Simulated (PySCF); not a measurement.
Problem. What does the PBE0-D3(BJ)/def2-SVP structure of `COB(OC)c1ccsc1` look like in three dimensions?

Solution. 
Z-matrix in Å and degrees, rows numbered from 1:
```
C 
O   1  1.3967
B   2  1.3624  1  126.11
O   3  1.3608  2  116.93  1   177.08
C   4  1.4029  3  121.45  2    -0.05
C   3  1.5661  2  127.27  1    -1.75
C   6  1.4356  3  121.03  2   166.87
C   7  1.3664  6  113.66  3   179.04
S   8  1.7193  7  111.36  6    -0.51
C   6  1.3807  3  128.60  2   -14.67
H   1  1.1037  2  111.55  3    73.93
H   1  1.1027  2  112.12  3   -48.13
H   1  1.0999  2  108.38  3  -167.59
H   5  1.1020  4  111.82  3   -52.56
H   5  1.1027  4  111.44  3    68.01
H   5  1.0994  4  108.21  3  -172.63
H   7  1.0905  6  122.60  3    -0.90
H   8  1.0893  7  128.39  6   179.62
H  10  1.0880  6  128.62  3     0.17
```

The 5-membered ring C6–C7–C8–S9–C10 has internal angles of 91.8° to 113.7° (sum 540°, against 540° for a flat polygon); it is planar, 0.00 Å rms from its mean plane, widest ring torsion 1°. The 3 C–C bonds span 1.366 Å (C7–C8, aromatic) to 1.436 Å (C6–C7, aromatic), a spread of 0.070 Å. B3 (three-coordinate boron) is planar (angles 127.3°, 116.9° and 115.8°, sum 360.0°, 0.01 Å off the plane of its three neighbours). Of the pairs four or more bonds apart, C1···H19 is among the closest relative to their van der Waals radii: 2.70 Å, 93 % of the sum of Bondi's values.

Computed, not measured: PBE0-D3(BJ)/def2-SVP geometry optimisation, gas phase in PySCF 2.14.0.

Point group: C1 (no symmetry element, even within 0.4 Å). Whether it is a minimum is left open (no frequencies). One conformer, not necessarily the lowest (C1–O2–B3–O4 177°, O2–B3–O4–C5 0°, O2–B3–C6–C7 167°).
